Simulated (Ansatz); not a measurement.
Geometry optimisation, RKS PBE0/def2-SVP in Ansatz 0.2.0.

Input file:

```yaml
crystal:
  periodic: [false, false, false]
  atoms:
    - { symbol: C, position_ang: [-0.0929, -1.222, -0.4368] }
    - { symbol: Si, position_ang: [0.5963, 0.1783, 0.4684] }
    - { symbol: F, position_ang: [1.8987, -0.1137, 1.2649] }
    - { symbol: P, position_ang: [-0.4768, 1.9478, 0.997] }
    - { symbol: S, position_ang: [0.7586, 1.9703, -0.6792] }
    - { symbol: H, position_ang: [0.5554, -1.5929, -1.176] }
    - { symbol: H, position_ang: [-0.4243, -1.991, 0.2165] }
    - { symbol: H, position_ang: [-0.9931, -0.8557, -1.0158] }
    - { symbol: H, position_ang: [0.62546, 2.78041, -1.78843] }
basis:
  gaussian: { orbitals: def2-SVP }
hamiltonian:
  xc: pbe0
relax:
  f_tol: 0.02
  max_steps: 50
```

Launched with:

```bash
$ ansatz run input.yaml --threads 2 --pin off --max-ram 3072MiB --backend cpu --events-out ev --progress --plain --runs-dir out
```

Task: Where does it end, and by what steps?

Result: The run converged. After 9 steps the energy has fallen by 1.741 eV; H9 moved furthest, 0.89 Å.

```json
{"step": "0", "energy less start (eV)": "0.0000", "largest force component (eV/Å)": "3.146", "accepted": "yes"}
{"step": "1", "energy less start (eV)": "-0.9913", "largest force component (eV/Å)": "1.952", "accepted": "yes"}
{"step": "2", "energy less start (eV)": "-1.4545", "largest force component (eV/Å)": "1.217", "accepted": "yes"}
{"step": "3", "energy less start (eV)": "-1.5775", "largest force component (eV/Å)": "1.089", "accepted": "yes"}
{"step": "4", "energy less start (eV)": "-1.6786", "largest force component (eV/Å)": "1.017", "accepted": "yes"}
{"step": "5", "energy less start (eV)": "-1.7180", "largest force component (eV/Å)": "0.610", "accepted": "yes"}
{"step": "6", "energy less start (eV)": "-1.7357", "largest force component (eV/Å)": "0.203", "accepted": "yes"}
{"step": "7", "energy less start (eV)": "-1.7395", "largest force component (eV/Å)": "0.133", "accepted": "yes"}
{"step": "8", "energy less start (eV)": "-1.7407", "largest force component (eV/Å)": "0.024", "accepted": "yes"}
{"step": "9", "energy less start (eV)": "-1.7408", "largest force component (eV/Å)": "0.013", "accepted": "yes"}
```

```xyz
9
Properties=species:S:1:pos:R:3
C -0.089 -1.080 -0.531
Si 0.519 0.305 0.553
F 1.875 -0.283 1.237
P -0.408 2.106 1.151
S 1.002 2.173 -0.621
H 0.736 -1.512 -1.118
H -0.504 -1.879 0.104
H -0.885 -0.731 -1.204
H 0.203 2.005 -1.719
```

Whether the end is a true minimum wasn't checked by a vibrational analysis.

Time of the run: 36 s on 2 threads of Arm Neoverse V1 (shared host), peak memory 0.22 GiB.
